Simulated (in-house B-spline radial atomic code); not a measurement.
Ionising the krypton ion Kr⁴⁺ with different functionals

Computed with an all-electron radial atomic-structure program (B-spline basis): scalar-relativistic (spin-free X2C) Hamiltonian, Fermi nucleus of rms radius 4.1884 fm, spin-polarised at highest spin, spherical fractional occupations for the functionals, the average over the highest-spin determinants for Hartree-Fock. The ionisation energy is the difference of two self-consistent energies, [Ar] 3d10 4s2 4p2 → [Ar] 3d10 4s2 4p1, without Breit or QED terms; ε is the level of the shell that loses the electron (its least bound occupied spin orbital). There is no spin-orbit coupling in this Hamiltonian.

Hybrids are left out here: with spherical fractional occupations of an open shell their exact exchange keeps a self-interaction that integer-occupation calculations don't have.

| method | rung | ΔSCF (eV) | -ε(4p) (eV) |
| --- | --- | --- | --- |
| Hartree-Fock | Hartree-Fock | ? | ? |
| LDA VWN5 | LDA | 64.44 | 57.72 |
| LDA PW92 | LDA | 64.43 | 57.71 |
| LDA exchange-only | LDA | 63.16 | 56.50 |
| PBE | GGA | 64.23 | 57.60 |
| PBEsol | GGA | 64.27 | 57.62 |
| BLYP | GGA | 64.10 | 57.38 |
| RPBE | GGA | 64.18 | 57.57 |
| PW91 | GGA | 64.35 | 57.69 |
| BP86 | GGA | ? | ? |
| AM05 | GGA | 64.25 | 57.59 |
| OLYP | GGA | 64.32 | 57.70 |
| TPSS | meta-GGA | 64.33 | 57.75 |
| SCAN | meta-GGA | 64.63 | 58.13 |
| r2SCAN | meta-GGA | 64.62 | 58.12 |
| revTPSS | meta-GGA | 64.34 | 57.77 |

Task: What does Hartree-Fock give?

Result: ΔSCF 63.49 eV, and -ε(4p) = 63.80 eV.

Task: What does BP86 give?

Result: ΔSCF 64.36 eV, and -ε(4p) = 57.68 eV.

Task: How do they compare with the NIST value?

Result: NIST lists 64.7 eV ± 0.2 (semi-empirical, ground level to ground level). Errors run from -1.53 to -0.06 eV; SCAN is closest (-0.06 eV), though others lie within the uncertainty of it, and part of that can be cancellation, since the calculations leave out spin-orbit coupling, Breit-QED terms, multiplet and fine-structure energies. Hartree-Fock also lacks correlation.
